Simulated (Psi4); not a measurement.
H$_{4}$AlClN$_{2}$, singlet, geometry from GFN2-xTB (such geometries of metal compounds can be far from the true shape), atoms displaced at random by about 0.08 Å a coordinate; HF/6-31G, gradient in Psi4.

Input for Psi4:
```
memory 2 GB

molecule mol {
0 1
Al    0.289347    0.194766    0.110413
Cl   -1.293201   -1.141947   -0.357661
N     0.347647    1.749968   -0.813353
H    -0.168613    2.197102   -1.477429
H     1.041594    2.586508   -0.621300
N     1.512912   -0.113550    1.355429
H     2.167335    0.365164    1.500222
H     1.506586   -1.112040    1.726603
symmetry c1
no_reorient
no_com
}

set {
  basis 6-31g
  reference rhf
}

gradient('scf')
print_variables()
```

It wrote (shortened):

```
gradient() will perform analytic gradient computation.

   => Loading Basis Set <=

    Name: 6-31G
    Role: ORBITAL
    Keyword: BASIS

         ---------------------------------------------------------
                                   SCF
               by Justin Turney, Rob Parrish, Andy Simmonett
                          and Daniel G. A. Smith
                              RHF Reference
         ---------------------------------------------------------

  ==> Geometry <==

    Molecular point group: c1
    Full point group: C1

    Geometry (in Angstrom), charge = 0, multiplicity = 1:

       Center              X                  Y                   Z               Mass
    ------------   -----------------  -----------------  -----------------  -----------------
         AL           0.289347000000     0.194766000000     0.110413000000    26.981538530000
         CL          -1.293201000000    -1.141947000000    -0.357661000000    34.968852682000
         N            0.347647000000     1.749968000000    -0.813353000000    14.003074004430
         H           -0.168613000000     2.197102000000    -1.477429000000     1.007825032230
         H            1.041594000000     2.586508000000    -0.621300000000     1.007825032230
         N            1.512912000000    -0.113550000000     1.355429000000    14.003074004430
         H            2.167335000000     0.365164000000     1.500222000000     1.007825032230
         H            1.506586000000    -1.112040000000     1.726603000000     1.007825032230

  Running in c1 symmetry.

  Rotational constants: A =      0.20015  B =      0.09988  C =      0.06665 [cm^-1]
  Rotational constants: A =   6000.48299  B =   2994.38952  C =   1998.20824 [MHz]
  Nuclear repulsion =  195.034648594525095

  Charge       = 0
  Multiplicity = 1
  Electrons    = 48
  Nalpha       = 24
  Nbeta        = 24

  ==> Algorithm <==

  SCF Algorithm Type is DF.
  DIIS enabled.
  MOM disabled.
  Fractional occupation disabled.
  Guess Type is SAD.
  Energy threshold   = 1.00e-08
  Density threshold  = 1.00e-08
  Integral threshold = 1.00e-12

  ==> Primary Basis <==

  Basis Set: 6-31G
    Blend: 6-31G
    Number of shells: 32
    Number of basis functions: 52
    Number of Cartesian functions: 52
    Spherical Harmonics?: false
    Max angular momentum: 1

   => Loading Basis Set <=

    Name: (6-31G AUX)
    Role: JKFIT
    Keyword: DF_BASIS_SCF

  ==> Integral Setup <==

  SCF_SUBTYPE=INCORE selected. In-core MEM_DF algorithm will be used.
  Using in-core AOs.

  ==> MemDFJK: Density-Fitted J/K Matrices <==

    J tasked:                   Yes
    K tasked:                   Yes
    wK tasked:                   No
    Algorithm:                 Core
    Schwarz Cutoff:           1E-12
    Mask sparsity (%):       2.9586
    Fitting Condition:        1E-10

   => Auxiliary Basis Set <=

  Basis Set: (6-31G AUX)
    Blend: CC-PVDZ-JKFIT
    Number of shells: 156
    Number of basis functions: 522
    Number of Cartesian functions: 522
    Spherical Harmonics?: false
    Max angular momentum: 3

  Minimum eigenvalue in the overlap matrix is 3.0143575963E-02.
  Reciprocal condition number of the overlap matrix is 6.8815921144E-03.
    Using symmetric orthogonalization.

  ==> Pre-Iterations <==

  SCF Guess: Superposition of Atomic Densities via on-the-fly atomic UHF (no occupation information).

   -------------------------
    Irrep   Nso     Nmo
   -------------------------
     A         52      52
   -------------------------
    Total      52      52
   -------------------------

  ==> Iterations <==

                           Total Energy        Delta E     RMS |[F,P]|

   @DF-RHF iter SAD:  -811.68022731541430   -8.11680e+02   0.00000e+00
   @DF-RHF iter   1:  -812.42405710509388   -7.43830e-01   1.23466e-02 ADIIS/DIIS
   @DF-RHF iter   2:  -812.56354151864161   -1.39484e-01   7.05487e-03 ADIIS/DIIS
   @DF-RHF iter   3:  -812.62121003882305   -5.76685e-02   6.54353e-04 ADIIS/DIIS
   @DF-RHF iter   4:  -812.62209260107454   -8.82562e-04   1.64249e-04 ADIIS/DIIS
   @DF-RHF iter   5:  -812.62214387840390   -5.12773e-05   4.17880e-05 DIIS
   @DF-RHF iter   6:  -812.62214834985809   -4.47145e-06   1.42574e-05 DIIS
   @DF-RHF iter   7:  -812.62214875682548   -4.06967e-07   3.63759e-06 DIIS
   @DF-RHF iter   8:  -812.62214880180875   -4.49833e-08   5.81095e-07 DIIS
   @DF-RHF iter   9:  -812.62214880342970   -1.62095e-09   1.42565e-07 DIIS
   @DF-RHF iter  10:  -812.62214880356021   -1.30512e-10   3.96171e-08 DIIS
   @DF-RHF iter  11:  -812.62214880357021   -1.00044e-11   5.67815e-09 DIIS
  Energy and wave function converged.

  ==> Post-Iterations <==

    Orbital Energies [Eh]
    ---------------------

    Doubly Occupied:

       1A   -104.793831     2A    -58.534696     3A    -15.537194
       4A    -15.530169     5A    -10.536461     6A     -8.004677
       7A     -8.001460     8A     -8.001370     9A     -4.957181
      10A     -3.272362    11A     -3.271281    12A     -3.270129
      13A     -1.157496    14A     -1.108196    15A     -1.075703
      16A     -0.707208    17A     -0.639910    18A     -0.588639
      19A     -0.548014    20A     -0.502042    21A     -0.467555
      22A     -0.456131    23A     -0.423110    24A     -0.393185

    Virtual:

      25A      0.096200    26A      0.118948    27A      0.164151
      28A      0.168882    29A      0.261369    30A      0.268679
      31A      0.297905    32A      0.310601    33A      0.335686
      34A      0.344942    35A      0.475490    36A      0.517377
      37A      0.644386    38A      0.681560    39A      0.721859
      40A      0.821125    41A      0.969548    42A      1.006394
      43A      1.060455    44A      1.101760    45A      1.159209
      46A      1.183522    47A      1.204670    48A      1.275303
      49A      1.345971    50A      1.461388    51A      1.526289
      52A      1.592096

    Final Occupation by Irrep:
              A
    DOCC [    24 ]
    NA   [    24 ]
    NB   [    24 ]

  @DF-RHF Final Energy:  -812.62214880357021

   => Energetics <=

    Nuclear Repulsion Energy =            195.0346485945250947
    One-Electron Energy =               -1511.7575979535922670
    Two-Electron Energy =                 504.1008005554969031
    Total Energy =                       -812.6221488035702123

Computation Completed

Properties will be evaluated at   0.000000,   0.000000,   0.000000 [a0]

Properties computed using the SCF density matrix

 Multipole Moments:

 ------------------------------------------------------------------------------------
     Multipole            Electronic (a.u.)      Nuclear  (a.u.)        Total (a.u.)
 ------------------------------------------------------------------------------------

 L = 1.  Multiply by 2.5417464519 to convert [e a0] to [Debye]
 Dipole X            :          2.2804849           -1.2322734            1.0482115
 Dipole Y            :          3.3363064           -2.6257385            0.7105679
 Dipole Z            :         -0.2935983            0.5248903            0.2312921
 Magnitude           :                                                    1.2873034

 ------------------------------------------------------------------------------------

         ------------------------------------------------------------
                                   SCF GRAD
                          Rob Parrish, Justin Turney,
                       Andy Simmonett, and Alex Sokolov
         ------------------------------------------------------------

  ==> Geometry <==

    Molecular point group: c1
    Full point group: C1

    Geometry (in Angstrom), charge = 0, multiplicity = 1:

       Center              X                  Y                   Z               Mass
    ------------   -----------------  -----------------  -----------------  -----------------
         AL           0.289347000000     0.194766000000     0.110413000000    26.981538530000
         CL          -1.293201000000    -1.141947000000    -0.357661000000    34.968852682000
         N            0.347647000000     1.749968000000    -0.813353000000    14.003074004430
         H           -0.168613000000     2.197102000000    -1.477429000000     1.007825032230
         H            1.041594000000     2.586508000000    -0.621300000000     1.007825032230
         N            1.512912000000    -0.113550000000     1.355429000000    14.003074004430
         H            2.167335000000     0.365164000000     1.500222000000     1.007825032230
         H            1.506586000000    -1.112040000000     1.726603000000     1.007825032230

  Nuclear repulsion =  195.034648594525095

  ==> Basis Set <==

  Basis Set: 6-31G
    Blend: 6-31G
    Number of shells: 32
    Number of basis functions: 52
    Number of Cartesian functions: 52
    Spherical Harmonics?: false
    Max angular momentum: 1

  ==> DFJKGrad: Density-Fitted SCF Gradients <==

    Gradient:                    1
    J tasked:                  Yes
    K tasked:                  Yes
    wK tasked:                  No
    Integrals threads:           1
    Schwarz Cutoff:          1E-12
    Fitting Condition:       1E-10

   => Auxiliary Basis Set <=

  Basis Set: (6-31G AUX)
    Blend: CC-PVDZ-JKFIT
    Number of shells: 156
    Number of basis functions: 522
    Number of Cartesian functions: 522
    Spherical Harmonics?: false
    Max angular momentum: 3

  -Total Gradient:
     Atom            X                  Y                   Z
    ------   -----------------  -----------------  -----------------
       1       -0.012223842013    -0.044352027291     0.011553086273
       2        0.013350247161     0.015139482511     0.002495115498
       3       -0.075493847488    -0.045369135374    -0.048451791990
       4        0.046262397187    -0.000481273901     0.041044425188
       5        0.030337604650     0.064411995109    -0.003787189147
       6        0.258407748978     0.240389163109     0.055115526477
       7       -0.249253547000    -0.172349792884    -0.066164852458
       8       -0.011386761475    -0.057388411273     0.008195680159

  Variable Map:
  ----------------------------------------------------------------------------
  "CURRENT ENERGY"           =>    -812.622148803570
  "CURRENT REFERENCE ENERGY" =>    -812.622148803570
  "DD SOLVATION ENERGY"      =>       0.000000000000
  "HF KINETIC ENERGY"        =>     813.066582552629
  "HF POTENTIAL ENERGY"      =>   -1625.688731356199
  "HF TOTAL ENERGY"          =>    -812.622148803570
  "HF VIRIAL RATIO"          =>       1.999453385788
  "NUCLEAR REPULSION ENERGY" =>     195.034648594525
  "ONE-ELECTRON ENERGY"      =>   -1511.757597953592
  "PCM POLARIZATION ENERGY"  =>       0.000000000000
  "PE ENERGY"                =>       0.000000000000
  "SCF ITERATION ENERGY"     =>    -812.622148803570
  "SCF ITERATIONS"           =>      11.000000000000
  "SCF TOTAL ENERGY"         =>    -812.622148803570
  "TWO-ELECTRON ENERGY"      =>     504.100800555497

  Array Variable Map:
  ----------------------------------------------------------------------------
  "CURRENT DIPOLE"           =>       1.048211501011 ... 0.231292053844 1 by 3
  "CURRENT GRADIENT"         =>      -0.012223842013 ... 0.008195680159 8 by 3
  "HF TOTAL GRADIENT"        =>      -0.012223842013 ... 0.008195680159 8 by 3
  "SCF DIPOLE"               =>       1.048211501011 ... 0.231292053844 1 by 3
  "SCF TOTAL ENERGIES"       =>    -811.680227315414 ... -812.622148803570 1 by 12
  "SCF TOTAL GRADIENT"       =>      -0.012223842013 ... 0.008195680159 8 by 3
```
